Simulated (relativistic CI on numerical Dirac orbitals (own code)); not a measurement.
# V³⁺: resonant inelastic scattering at the M2,3 edge

Computed with this model: Dirac-Coulomb-Breit CI, orbitals from a KLI potential per configuration, a model potential for QED, Kramers-Heisenberg scattering through one core-hole configuration in a parametric crystal field, unscaled Slater integrals; configurations [Ar] 3d2 → [Ne] 3s2 3p5 3d3; 300 K; core-hole width 0.8 eV; summed over polarisations. Incident energies are the highest absorption maxima for each field (at most a few, so the weaker spin-orbit partner edge can be absent), on the computed scale of the free ion. Intensities are in per cent of the strongest line above 0.02 eV; levels within 1 cm⁻¹ are merged; final levels count from the ground level, the first row holds all elastic scattering, lines under 0.4 are left out and each table stops after 24 rows. The scale of the Slater integrals is a model choice and moves the terms in proportion.

Field parameters in Wybourne normalisation: D4h B²₀ = −7Ds, B⁴₀ = 21(Dq − Dt), B⁴₄ = 21√(5/14) Dq; Td as Oh with Dq negative (B⁴₀ = 21Dq, B⁴₄ = √(5/14) B⁴₀). The field is a parameter set, without covalency.

S is read from ⟨S²⟩ = S(S + 1).

D4h, 10Dq = 18950, Ds = 1830, Dt = 1000 cm⁻¹:

| Final level (eV) | Degeneracy | Irrep | S | 49.1 eV | 55.7 eV | 59.6 eV |
| --- | --- | --- | --- | --- | --- | --- |
| 0.000 | 1 | B1 | 1.00 | 106.0 | 346.9 | 64.2 |
| 0.002 | 1 | B2 | 1.00 | 4.8 | 23.6 | 5.1 |
| 0.005 | 2 | E | 1.00 | 8.3 | 22.9 | 4.1 |
| 0.008 | 1 | A1 | 1.00 | 8.3 | 34.3 | 6.0 |
| 0.026 | 1 | A2 | 1.00 | 5.7 | 34.1 | 5.7 |
| 0.059 | 2 | E | 1.00 | 14.5 | 64.6 | 10.5 |
| 0.068 | 1 | A1 | 1.00 | 6.2 | 36.8 | 4.7 |
| 0.761 | 2 | E | 1.00 | 18.2 | 18.3 | 22.5 |
| 0.762 | 1 | B1 | 1.00 | 9.0 | 9.0 | 12.0 |
| 1.562 | 1 | B2 | 0.98 | 6.5 | 11.3 | 15.3 |
| 1.570 | 1 | B1 | 1.00 | 5.8 | 11.6 | 16.0 |
| 1.575 | 2 | E | 1.00 | 10.4 | 25.7 | 27.2 |
| 1.579 | 1 | A1 | 1.00 | 3.9 | 12.4 | 11.2 |
| 1.580 | 1 | A2 | 1.00 | 3.9 | 14.3 | 11.2 |
| 1.822 | 1 | B2 | 0.05 | 0.1 | 0.9 | 0.7 |
| 1.960 | 2 | E | 0.00 | 0.0 | 0.6 | 0.1 |
| 3.037 | 1 | B2 | 0.15 | 0.2 | 3.2 | 1.4 |
| 3.107 | 2 | E | 0.99 | 1.6 | 100.0 | 38.4 |
| 3.115 | 1 | B2 | 0.95 | 0.9 | 50.2 | 19.8 |
| 3.208 | 2 | E | 0.05 | 0.2 | 3.0 | 1.3 |
| 3.223 | 1 | A1 | 1.00 | 0.6 | 4.4 | 25.2 |
| 3.225 | 1 | A2 | 1.00 | 0.7 | 5.0 | 22.8 |
| 3.229 | 2 | E | 1.00 | 1.7 | 10.1 | 48.0 |
| 3.231 | 1 | B1 | 1.00 | 1.3 | 4.7 | 23.4 |

D4h, 10Dq = 7150, Ds = 1540, Dt = 610 cm⁻¹:

```csv
Final level (eV),Degeneracy,Irrep,S,48.4 eV,55.1 eV,58.6 eV
0.000,1,B1,1.00,159.3,495.6,206.3
0.004,2,E,1.00,36.6,28.8,52.4
0.009,1,A1,1.00,22.9,48.8,42.6
0.027,1,B2,1.00,4.4,18.9,11.1
0.030,1,A2,1.00,5.1,21.0,11.5
0.054,2,E,1.00,16.2,27.9,26.0
0.070,1,B1,1.00,2.6,8.4,5.7
0.087,2,E,1.00,15.3,25.1,24.9
0.093,1,A1,1.00,7.4,13.9,12.2
0.634,1,B2,1.00,9.6,40.9,31.3
0.639,1,B1,1.00,4.6,38.2,19.9
0.659,2,E,1.00,13.8,97.8,55.4
0.682,1,A2,1.00,3.7,36.1,18.8
0.682,1,A1,1.00,4.1,35.3,14.4
0.933,2,E,1.00,10.5,100.0,51.0
0.933,1,B2,1.00,6.2,61.1,31.9
1.656,1,B2,0.01,0.0,0.8,0.5
1.918,1,B1,0.02,0.0,0.7,0.2
1.925,2,E,0.01,0.0,0.8,0.5
1.950,1,A1,0.01,0.0,0.5,0.2
2.259,1,A1,1.00,0.4,11.6,42.8
2.261,1,A2,1.00,0.3,12.8,23.5
2.271,2,E,1.00,0.9,31.2,77.1
2.279,1,B2,1.00,0.4,11.5,19.9
```

Td, 10Dq = -12500 cm⁻¹:

```csv
Final level (eV),Degeneracy,Irrep,S,49.7 eV,56.4 eV,60.4 eV
0.000,3,T2,1.00,99.0,256.5,18.8
1.539,1,A2,1.00,5.4,12.2,5.6
1.545,3,T2,1.00,18.8,42.0,16.1
1.553,2,E,1.00,15.4,28.5,10.2
1.556,3,T1,1.00,22.2,41.1,15.5
2.496,3,T2,1.00,3.3,100.0,8.9
2.498,2,E,1.00,2.5,66.3,5.9
2.522,3,T1,1.00,3.3,88.4,6.8
2.534,1,A1,1.00,1.0,27.8,2.0
3.504,3,T2,0.01,0.1,1.0,0.0
4.142,1,A1,1.00,0.0,0.2,11.2
4.145,3,T1,0.81,0.1,1.3,22.9
4.161,2,E,1.00,0.1,4.1,20.4
4.162,3,T2,1.00,0.1,7.3,30.2
4.164,3,T1,0.38,0.1,0.9,9.8
5.427,3,T2,0.00,0.2,0.4,0.0
```

For the first field the strongest loss at the lowest incident energy is the level at 0.76 eV (S = 1.00, against 1.00 in the thermal ground state).
